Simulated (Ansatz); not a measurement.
B$_{2}$ClH$_{3}$S, SMILES `SBBCl`, relaxed with RKS PBE0-D4/def2-TZVP in the Gaussian-basis code of Ansatz from a PBE-D4/def2-SVP geometry. The force threshold is 0.005 eV/Å; the program also tests the step.

Total charge 0; spin multiplicity 1.

Start:

```xyz
7

S    -0.752    1.185   -1.239
B     0.261   -0.010   -0.390
B     0.042   -0.319    1.249
Cl   -1.094   -1.575    1.744
H    -0.221    1.082   -2.494
H     1.121   -0.596   -1.023
H     0.644    0.233    2.154
```

(1) By how much does the energy fall, and how many steps does the optimiser take? (Estimate.)

(2) Which bonds change most? (An estimate is asked.)

(3) Give the relaxed structure. (An estimate is asked.)

## Answers

(1) The calculation gave: 0.02 eV, in 6 steps.

(2) Ansatz gave: B3–H7 from 1.219 to 1.196 Å; B2–H6 from 1.218 to 1.196 Å; S1–H5 from 1.366 to 1.345 Å; B3–Cl4 from 1.764 to 1.748 Å.

(3) Ansatz gave: 
```xyz
7

S    -0.746    1.172   -1.232
B     0.263   -0.012   -0.389
B     0.043   -0.318    1.238
Cl   -1.085   -1.558    1.734
H    -0.221    1.077   -2.466
H     1.111   -0.588   -1.007
H     0.635    0.227    2.122
```
